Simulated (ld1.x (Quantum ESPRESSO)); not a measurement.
**Ranking TM potentials for O**

All share these settings but for the change named:

```json
{"Element": "oxygen", "Generator": "ld1.x (Quantum ESPRESSO) 7.5", "Type": "norm-conserving Troullier–Martins (Kleinman–Bylander form)", "Functional": "LDA (PZ)", "Relativity": "non-relativistic", "Frozen core": "[He]", "Valence charge": "6", "Reference configuration": "2s2 2p3 (charge +1)", "Partial waves": "2s (bound): rc 0.60 bohr; 2p (bound): rc 1.80 bohr; 3d channel at 0.15 Ry: rc 1.95 bohr", "Local potential": "all-electron potential smoothed inside 0.75 bohr (lloc = -1)", "Core correction": "a·sin(br)/r model core inside 0.60 bohr"}
```

Test errors are all-electron minus pseudo excitation energies from the reference, over 2s2 2p4; 2s2 2p2; 2s2 2p1; 2s2 2p3.5; 2s2 2p4.3; 2s1 2p5; 2s0 2p6. None of these files shows a bound ghost.

The base gives 1082.0 meV.

Of 11 variants that were run, those that failed, showed a ghost or another fault, or gave nearly equal values are left out.

A variant can come out equal or close to the base, since the largest error may sit in a test that the change hardly touches while other tests move.

Task: Rank these variants by their largest absolute test error, smallest first.
A. all radii but the core radius scaled by about 1.30 (s 0.78, p 2.34, d 2.52 bohr); local potential all-electron potential smoothed inside 0.98 bohr (lloc = -1)
B. type RRKJ; local potential all-electron potential smoothed inside 1.40 bohr (lloc = -1)
C. local potential all-electron potential smoothed inside 1.06 bohr (lloc = -1)
D. wave 2p (bound): rc 1.80 bohr becomes 2p (bound): rc 2.74 bohr

Result: C (1071.7 meV), B (1413.1 meV), A (2401.9 meV), D (3646.8 meV).
